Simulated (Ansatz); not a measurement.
Calculated with Ansatz (gas phase, PBE0-D4/def2-TZVP geometries, no zero-point term in ΔE). CCSD(T)/CBS adds triple-zeta CCSD(T) − MP2 to the extrapolated MP2 energy (def2 sets, frozen cores). This one scheme is used for every species. DFT in def2-TZVPP. def2 core potentials past Kr. For Sn outer-core shells are correlated without core-valence functions, which leaves a few kJ/mol of doubt a bond. Each species was taken in one conformer, which may not be the lowest.

Reaction (substitution at a C–Sn bond): `[CH3][Sn]([CH3])([CH3])[CH3]` + `SBCl` → `CSBCl` + `[CH3][SnH]([CH3])[CH3]`

| level | ΔE (eV) |
| --- | --- |
| revPBE | 0.28 |
| CCSD(T)/def2-TZVPP | 0.38 |

Problem. What does CCSD(T)/CBS give? (Estimate.)

Solution. The calculation gave: +0.39 eV. The listed levels differ from it by -0.11, -0.01 eV.

Largest T1 diagnostic among the species: 0.013.

In def2-TZVPP, CCSD(T) changes the Hartree–Fock value by +0.09 eV (the triples alone add −0.00 eV) and MP2 by +0.12 eV. At CCSD(T), def2-SVP lies −0.05 eV from the extrapolated value and def2-TZVPP −0.01 eV. Leaving LDA and LC-ωPBE aside and taking each functional with its dispersion term where it has one, the values, not all of them listed here, spread over 0.09 eV, from B97M-V to B2PLYP. LDA lies −0.04 eV from PBE without D4.
